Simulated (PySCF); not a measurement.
PySCF input file for C₇H₁₅, SMILES C[CH]CCCCC, multiplicity 2, B3LYP-D3(BJ)/def2-SVP. The structure is a stationary point at B3LYP-D3(BJ)/def2-SVP. The isomer is the one that the SMILES or the coordinates give; other isomers of the formula were not compared. Other conformers were not sampled.

```python
import numpy as np
from pyscf import gto, scf, dft, df
from pyscf.hessian import thermo

mol = gto.M(
    atom='''
    C     3.40639328   -0.76493684   -0.01391444
    C     2.67830703    0.49626941    0.30278784
    C     1.27522894    0.48048798    0.81437313
    C     0.21443617    0.16895914   -0.26544628
    C    -1.21442561    0.15026224    0.27692024
    C    -2.27205446   -0.15857320   -0.78429219
    C    -3.69710553   -0.17538616   -0.23333990
    H     3.18585319   -1.55632632    0.72453364
    H     4.49827312   -0.61764250   -0.04424060
    H     3.12021683   -1.18041293   -1.00471732
    H     3.08353628    1.44057908   -0.07788844
    H     1.17855587   -0.27819774    1.61538072
    H     1.02768901    1.45326932    1.27472177
    H     0.29412791    0.91552890   -1.07573320
    H     0.44432525   -0.80715443   -0.72874857
    H    -1.44059161    1.12662967    0.74450892
    H    -1.28591912   -0.59444650    1.09139625
    H    -2.19733811    0.58635888   -1.59706061
    H    -2.04295303   -1.13403783   -1.25032230
    H    -3.96543182    0.79906679    0.20796561
    H    -4.43504114   -0.39990585   -1.01977069
    H    -3.80998136   -0.93580384    0.55744421
    ''',
    basis='def2-SVP',
    charge=0,
    spin=1,
    max_memory=1600,
    verbose=3,
)
mf = dft.UKS(mol, xc='b3lyp').density_fit(auxbasis='def2-universal-jkfit')
mf.disp = 'd3bj'
mf.grids.level = 3
mf.conv_tol = 1e-11
mf.max_cycle = 100
mf.kernel()
fine, coarse = mf.grids, dft.Grids(mol).set(level=1).build(with_non0tab=True)
for _ in range(3):  # follow internal instabilities
    mf.grids = coarse
    mo, _, stable, _ = mf.stability(return_status=True, nroots=4)
    mf.grids = fine
    if stable:
        break
    mf.kernel(mf.make_rdm1(mo, mf.mo_occ))

# [left out here: the lines that compute and print the analytic Hessian (its translational invariance restored by hand, since the grid's response is missing), thermochemistry and intensities]
```

Output:

```

WARN: HOMO -0.178712625885513 >= LUMO -0.178712625885512

converged SCF energy = -275.561844702393  <S^2> = 0.75393236  2S+1 = 2.0039285
<class 'pyscf.df.df_jk.DFUKS'> wavefunction is stable in the internal stability analysis

WARN: DFTD3 does not support analytical Hessian, using finite difference


WARN: Mole.unit (angstrom) is changed to Bohr

Mode                                 0                   1                   2
Irrep
Freq [cm^-1]                       43.7588             60.1128             96.7350
Reduced mass [au]                   1.7551              2.3879              1.2579
Force const [Dyne/A]                0.0020              0.0051              0.0069
Char temp [K]                      62.9591             86.4889            139.1801
Normal mode                   x     y     z       x     y     z       x     y     z
       0   C                -0.10 -0.02 -0.10   -0.07 -0.09  0.03   -0.04 -0.01 -0.05
       1   C                 0.01  0.00  0.06    0.02 -0.03 -0.00   -0.00 -0.00 -0.01
       2   C                 0.00  0.05  0.04    0.01  0.07 -0.02    0.01 -0.01  0.04
       3   C                 0.02 -0.01  0.04    0.00  0.10 -0.02   -0.00  0.04  0.05
       4   C                 0.01  0.04  0.01    0.01  0.04 -0.01   -0.01  0.04  0.03
       5   C                 0.04 -0.07  0.01    0.01  0.06 -0.01    0.03 -0.02  0.01
       6   C                 0.02 -0.00 -0.03    0.03 -0.13  0.03    0.01 -0.02 -0.06
       7   H                -0.27 -0.14 -0.29   -0.15 -0.06  0.03    0.31  0.12  0.20
       8   H                -0.07 -0.13  0.05   -0.06 -0.17  0.05   -0.06  0.05 -0.52
       9   H                -0.03  0.21 -0.22   -0.08 -0.08  0.03   -0.43 -0.24  0.16
      10   H                 0.11  0.02  0.22    0.09 -0.06 -0.00   -0.03 -0.01 -0.05
      11   H                -0.02  0.09  0.07   -0.04  0.09 -0.00    0.03 -0.04  0.02
      12   H                 0.01  0.07 -0.02    0.06  0.09 -0.04    0.04 -0.02  0.08
[...]
      12   H                 0.00 -0.01 -0.00   -0.00 -0.00 -0.00   -0.00 -0.00  0.00
      13   H                 0.02  0.28 -0.29    0.04  0.36 -0.37    0.00  0.04 -0.04
      14   H                 0.08 -0.36 -0.16    0.11 -0.48 -0.21    0.01 -0.05 -0.02
      15   H                -0.01  0.05  0.02    0.04 -0.16 -0.07    0.02 -0.08 -0.04
      16   H                -0.00 -0.04  0.04    0.01  0.12 -0.13    0.00  0.06 -0.07
      17   H                -0.03 -0.38  0.39    0.02  0.26 -0.27    0.00  0.03 -0.03
      18   H                -0.11  0.49  0.22    0.08 -0.34 -0.15    0.01 -0.03 -0.01
      19   H                 0.01 -0.02 -0.01   -0.02  0.09  0.04    0.13 -0.52 -0.23
      20   H                -0.03 -0.01 -0.03   -0.02 -0.01 -0.02    0.33  0.10  0.37
      21   H                 0.00  0.01 -0.01   -0.01 -0.07  0.07    0.05  0.41 -0.42
Mode                                51                  52                  53
Irrep
Freq [cm^-1]                     3033.2656           3035.3757           3043.5183
Reduced mass [au]                   1.1014              1.0767              1.0999
Force const [Dyne/A]                5.9708              5.8450              6.0029
Char temp [K]                    4364.1939           4367.2298           4378.9453
Normal mode                   x     y     z       x     y     z       x     y     z
       0   C                 0.00 -0.00  0.00   -0.03  0.03 -0.06   -0.00  0.00 -0.00
       1   C                -0.00 -0.00  0.00    0.00 -0.00 -0.00   -0.00 -0.00  0.00
       2   C                -0.00  0.01  0.00    0.00 -0.00 -0.00   -0.01  0.07  0.01
       3   C                 0.00 -0.03  0.01    0.00 -0.00 -0.00    0.00 -0.04  0.01
       4   C                -0.01  0.07 -0.01   -0.00  0.01 -0.00    0.00 -0.01  0.00
       5   C                 0.00 -0.04  0.01    0.00 -0.00  0.00   -0.00  0.03 -0.01
       6   C                -0.00  0.00 -0.00    0.00  0.00 -0.00    0.00 -0.01  0.00
       7   H                 0.01  0.05 -0.04   -0.17 -0.56  0.53   -0.01 -0.02  0.02
       8   H                -0.04 -0.01  0.00    0.47  0.07 -0.02    0.02  0.00 -0.00
       9   H                -0.00 -0.01 -0.01    0.07  0.10  0.23    0.00  0.01  0.01
      10   H                 0.00  0.00 -0.00    0.00  0.01 -0.01    0.02  0.04 -0.02
      11   H                -0.00 -0.02  0.02   -0.00 -0.01  0.01   -0.03 -0.19  0.21
      12   H                 0.02 -0.08 -0.04   -0.01  0.03  0.01    0.16 -0.61 -0.28
      13   H                 0.02  0.16 -0.17   -0.00 -0.01  0.01    0.03  0.24 -0.26
      14   H                -0.05  0.20  0.10   -0.01  0.02  0.01   -0.07  0.27  0.13
      15   H                 0.11 -0.49 -0.23    0.01 -0.03 -0.02   -0.01  0.05  0.02
      16   H                -0.04 -0.36  0.40   -0.00 -0.04  0.04    0.01  0.06 -0.06
      17   H                 0.02  0.20 -0.23    0.00  0.02 -0.02   -0.02 -0.15  0.16
      18   H                -0.06  0.26  0.12   -0.01  0.03  0.02    0.05 -0.20 -0.10
      19   H                 0.01 -0.03 -0.02    0.00 -0.00 -0.00   -0.01  0.04  0.02
      20   H                 0.00  0.00  0.00   -0.00 -0.00 -0.00    0.00 -0.00  0.00
      21   H                -0.00 -0.02  0.03   -0.00 -0.01  0.01    0.00  0.03 -0.04
Mode                                54                  55                  56
Irrep
Freq [cm^-1]                     3054.6132           3070.9063           3094.1172
Reduced mass [au]                   1.1051              1.1061              1.1017
Force const [Dyne/A]                6.0752              6.1458              6.2142
Char temp [K]                    4394.9083           4418.3504           4451.7457
Normal mode                   x     y     z       x     y     z       x     y     z
       0   C                 0.00 -0.00 -0.00    0.00  0.00 -0.00   -0.07 -0.04  0.03
       1   C                 0.00  0.00 -0.00    0.00  0.00 -0.00    0.00  0.01 -0.00
       2   C                 0.01 -0.04 -0.00    0.00 -0.03  0.00   -0.00  0.00 -0.00
       3   C                 0.00 -0.03  0.00    0.01 -0.07  0.01    0.00 -0.00 -0.00
       4   C                -0.00  0.03 -0.01    0.00 -0.04  0.01    0.00 -0.00  0.00
       5   C                -0.01  0.06 -0.01    0.00 -0.02  0.00   -0.00  0.00 -0.00
       6   C                 0.00 -0.02  0.00   -0.00  0.01 -0.00   -0.00  0.00 -0.00
       7   H                -0.00  0.00  0.00   -0.00 -0.00  0.00    0.09  0.35 -0.33
       8   H                -0.00  0.00 -0.00   -0.01 -0.00  0.00    0.80  0.11 -0.02
       9   H                 0.00  0.00  0.00    0.00  0.00  0.01   -0.01  0.01  0.04
      10   H                -0.01 -0.03  0.01   -0.01 -0.03  0.01   -0.04 -0.10  0.04
      11   H                 0.02  0.13 -0.14    0.01  0.13 -0.14    0.00  0.00 -0.00
      12   H                -0.09  0.35  0.16   -0.07  0.28  0.13    0.00 -0.00 -0.00
      13   H                 0.01  0.12 -0.13    0.04  0.33 -0.36    0.00  0.00 -0.00
      14   H                -0.04  0.18  0.09   -0.11  0.45  0.21   -0.00  0.01  0.00
      15   H                 0.04 -0.20 -0.10   -0.06  0.26  0.12   -0.00  0.00  0.00
      16   H                -0.01 -0.16  0.18    0.02  0.19 -0.21    0.00  0.00 -0.00
      17   H                -0.03 -0.33  0.37    0.01  0.13 -0.14   -0.00 -0.00  0.00
      18   H                 0.10 -0.43 -0.21   -0.04  0.17  0.08    0.00 -0.00 -0.00
      19   H                -0.03  0.13  0.06    0.02 -0.09 -0.04    0.00 -0.01 -0.00
      20   H                -0.00 -0.01 -0.00   -0.00  0.00 -0.00    0.00  0.00  0.00
      21   H                 0.01  0.10 -0.10   -0.01 -0.07  0.07   -0.00 -0.01  0.01
Mode                                57                  58                  59
Irrep
Freq [cm^-1]                     3098.6256           3105.8961           3154.2165
Reduced mass [au]                   1.1037              1.1034              1.0888
Force const [Dyne/A]                6.2435              6.2711              6.3822
Char temp [K]                    4458.2323           4468.6929           4538.2152
Normal mode                   x     y     z       x     y     z       x     y     z
       0   C                -0.00 -0.00  0.00   -0.00 -0.00  0.00    0.01  0.00 -0.00
       1   C                 0.00  0.00 -0.00    0.00  0.00 -0.00    0.03  0.07 -0.03
       2   C                 0.00 -0.00  0.00   -0.00  0.00  0.00   -0.00  0.01 -0.00
       3   C                 0.00 -0.00  0.00   -0.00  0.00  0.00   -0.00  0.00 -0.00
       4   C                 0.00 -0.01  0.00   -0.00  0.00  0.00    0.00  0.00 -0.00
       5   C                 0.00 -0.02  0.00   -0.00  0.00  0.01    0.00  0.00 -0.00
       6   C                 0.01 -0.08  0.02    0.04  0.02  0.08   -0.00  0.00 -0.00
       7   H                 0.00  0.00 -0.00    0.00  0.00 -0.00   -0.01 -0.05  0.05
       8   H                 0.01  0.00 -0.00    0.00  0.00 -0.00   -0.09 -0.01  0.00
       9   H                 0.00  0.00  0.00   -0.00 -0.00 -0.00    0.00 -0.00 -0.01
      10   H                -0.00 -0.00  0.00   -0.00 -0.00  0.00   -0.35 -0.82  0.32
      11   H                 0.00  0.00 -0.01   -0.00  0.00 -0.00   -0.00 -0.03  0.03
      12   H                -0.00  0.01  0.00    0.00 -0.00 -0.00    0.02 -0.05 -0.02
      13   H                 0.00  0.02 -0.02    0.00  0.00 -0.00    0.00 -0.01  0.01
      14   H                -0.01  0.02  0.01    0.00 -0.00 -0.00    0.00 -0.01 -0.00
      15   H                -0.01  0.05  0.03   -0.00 -0.01 -0.00    0.00 -0.00 -0.00
      16   H                 0.00  0.04 -0.05   -0.00  0.00 -0.01   -0.00 -0.00  0.00
      17   H                 0.01  0.12 -0.13    0.00  0.03 -0.04    0.00 -0.00  0.00
      18   H                -0.04  0.15  0.07    0.01 -0.04 -0.02    0.00 -0.00 -0.00
      19   H                -0.15  0.57  0.26    0.09 -0.31 -0.12    0.00 -0.00 -0.00
      20   H                 0.00 -0.02  0.00   -0.54 -0.17 -0.58    0.00  0.00  0.00
      21   H                 0.06  0.44 -0.47    0.04  0.25 -0.23   -0.00 -0.00  0.00
temperature 298.1500 [K]
pressure 101325.00 [Pa]
Rotational constants [GHz] 8.79551 0.80345 0.77781
Symmetry number 1
Zero-point energy (ZPE) 0.20165 [Eh]   529419.878 [J/mol]
                           tot       elec      trans        rot        vib
Entropy [J/mol/K]       419.820      5.763    166.080    119.078    128.899
Cv [J/mol/K]            146.234      0.000     12.472     12.472    121.291
Cp [J/mol/K]            154.549      0.000     20.786     12.472    121.291
Internal energy [J/mol]                      3718.434   3718.434 548686.899
Internal energy [Eh]   -275.35003  -275.56184
Enthalpy [J/mol]                             6197.391   3718.434 548686.899
Enthalpy [Eh]          -275.34908
Gibbs free energy [J/mol]                  -43319.220 -31784.587 510255.601
Gibbs free energy [Eh] -275.39676
mode   freq/cm-1   IR/(km/mol)
   1       43.76         0.050
   2       60.11         0.005
   3       96.74         0.132
   4      111.57         0.008
   5      141.68         0.049
   6      146.27         0.013
   7      254.75         0.021
   8      259.89         2.099
   9      350.79         0.093
  10      394.63         4.619
  11      431.09         9.066
  12      519.05        12.104
  13      740.75         3.473
  14      760.91         0.047
  15      838.81         0.964
  16      887.15         1.706
  17      917.37         1.092
  18      946.28         0.476
  19      972.42         1.090
  20      996.89         0.958
  21     1028.35         0.203
  22     1043.36         0.293
  23     1077.07         0.235
  24     1120.49         1.252
  25     1155.32         0.092
  26     1173.29         2.302
  27     1222.02         1.332
  28     1244.32         2.530
  29     1284.58         0.311
  30     1312.42         0.598
  31     1317.00         0.066
  32     1322.64         1.250
  33     1361.17         2.765
  34     1371.50         2.666
  35     1398.59         0.491
  36     1401.86         8.295
  37     1404.88         0.515
  38     1445.33         4.951
  39     1455.16         6.041
  40     1458.50         0.081
  41     1462.53         0.284
  42     1466.23         0.979
  43     1471.13         6.062
  44     1477.90         0.284
  45     1486.53         4.087
  46     2942.72        26.579
  47     2989.55        19.231
  48     3002.82        11.863
  49     3012.56         2.221
  50     3019.36        74.205
  51     3021.50        42.241
  52     3033.27         0.810
  53     3035.38        27.493
  54     3043.52         8.431
  55     3054.61         2.683
  56     3070.91        82.314
  57     3094.12        19.324
  58     3098.63        52.043
  59     3105.90        33.229
  60     3154.22        27.036
max |gradient| / (hartree/bohr): 2.442285591496733e-05
APT charges: [ 0.0542  0.025   0.0766  0.1099  0.1025  0.1251  0.0748 -0.0182 -0.0177
 -0.026  -0.0155 -0.0463 -0.0432 -0.05   -0.0469 -0.0521 -0.0519 -0.0543
 -0.0542 -0.0271 -0.0381 -0.0271]
```

The run converged.

Cost: roughly 40 core-minutes.
